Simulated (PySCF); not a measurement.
A calculated (B3LYP, PySCF 2.14, def2-SVP, no relativity, point nucleus) atom or ion has these occupied shells.

```tsv
shell	electrons	orbital energy (eV)	rms radius, mean of both spins (bohr)
1s α	1	-107.65	0.665
```

Task: Name the element and its charge.

Result: Li²⁺ (lithium, charge +2), in 1s1, 2S determinant.
